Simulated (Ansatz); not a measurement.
Cartesian coordinates (Å):
SMILES: S(C)CCCSC
```xyz
19

C      1.7101     2.9642     2.1422
S      1.7130     2.3628     0.4265
C      0.5676     0.9494     0.6132
C      0.3814     0.2370    -0.7248
C     -0.5707    -0.9513    -0.6073
S     -0.7642    -1.7733    -2.2294
C     -1.9179    -3.0933    -1.7475
H      0.7015     3.2750     2.4572
H      2.0911     2.1990     2.8367
H      2.3763     3.8378     2.1797
H      0.9752     0.2536     1.3664
H     -0.4011     1.3193     0.9905
H     -0.0075     0.9493    -1.4714
H      1.3597    -0.1093    -1.0980
H     -0.1848    -1.6832     0.1228
H     -1.5611    -0.6175    -0.2531
H     -2.8649    -2.6796    -1.3665
H     -1.4753    -3.7556    -0.9869
H     -2.1287    -3.6839    -2.6503
```
Charge 0, spin multiplicity 1.

Method: frozen-core CCSD(T)/def2-SVP // B3LYP-D3(BJ)/def2-SVP run with Ansatz (a quantum-chemistry and plane-wave program).

The HF energy is -990.98283 Ha. The MP2 correlation energy is -0.98364 Ha.

Question: Estimate the CCSD correlation energy, the (T) correction, the total energy and the T1 diagnostic.

Answer: 
```yaml
CCSD correlation energy: -1.07813 Ha
"(T) correction": -0.03375 Ha
CCSD(T) total energy: -992.09471 Ha
T1 diagnostic: 0.008
```
